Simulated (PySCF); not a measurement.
**Co⁺ (cobalt, charge +1) across methods**

[Ar] 3d7 4p1, one real determinant (an excited configuration). All numbers are calculated (PySCF 2.14, no relativity, point nucleus, in aug-cc-pwCVTZ (10s9p7d4f3g, 127 functions)).

```json
{"method": "LDA", "E (hartree)": "-1379.666", "mean ε 3d α (eV)": "-20.028", "mean ε 3d β (eV)": "-17.299", "mean ε 4p α (eV)": "-8.948", "Σ⟨r²⟩ (bohr²)": "28.36", "⟨S²⟩": "6.001"}
{"method": "PBE", "E (hartree)": "-1382.010", "mean ε 3d α (eV)": "-19.742", "mean ε 3d β (eV)": "-17.288", "mean ε 4p α (eV)": "-8.899", "Σ⟨r²⟩ (bohr²)": "28.56", "⟨S²⟩": "6.001"}
{"method": "BP86", "E (hartree)": "-1382.458", "mean ε 3d α (eV)": "-19.821", "mean ε 3d β (eV)": "-17.494", "mean ε 4p α (eV)": "-9.008", "Σ⟨r²⟩ (bohr²)": "28.41", "⟨S²⟩": "6.001"}
{"method": "UHF", "E (hartree)": "-1381.00398", "mean ε 3d α (eV)": "-29.736", "mean ε 3d β (eV)": "-26.059", "mean ε 4p α (eV)": "-10.767", "Σ⟨r²⟩ (bohr²)": "29.47", "⟨S²⟩": "6.004"}
{"method": "PBE0", "E (hartree)": "-1382.042", "mean ε 3d α (eV)": "-22.390", "mean ε 3d β (eV)": "-19.670", "mean ε 4p α (eV)": "-9.478", "Σ⟨r²⟩ (bohr²)": "28.61", "⟨S²⟩": "6.002"}
{"method": "M06", "E (hartree)": "-1382.173", "mean ε 3d α (eV)": "-22.564", "mean ε 3d β (eV)": "-19.164", "mean ε 4p α (eV)": "-9.296", "Σ⟨r²⟩ (bohr²)": "28.45", "⟨S²⟩": "6.005"}
{"method": "M06-L", "E (hartree)": "-1382.198", "mean ε 3d α (eV)": "-19.972", "mean ε 3d β (eV)": "-17.146", "mean ε 4p α (eV)": "-8.656", "Σ⟨r²⟩ (bohr²)": "28.21", "⟨S²⟩": "6.006"}
{"method": "r2SCAN", "E (hartree)": "-1382.244", "mean ε 3d α (eV)": "-20.117", "mean ε 3d β (eV)": "-17.572", "mean ε 4p α (eV)": "-9.014", "Σ⟨r²⟩ (bohr²)": "28.34", "⟨S²⟩": "6.003"}
```

⟨L²⟩ = 13.83 against 20 for a pure G term, so this real determinant mixes terms.
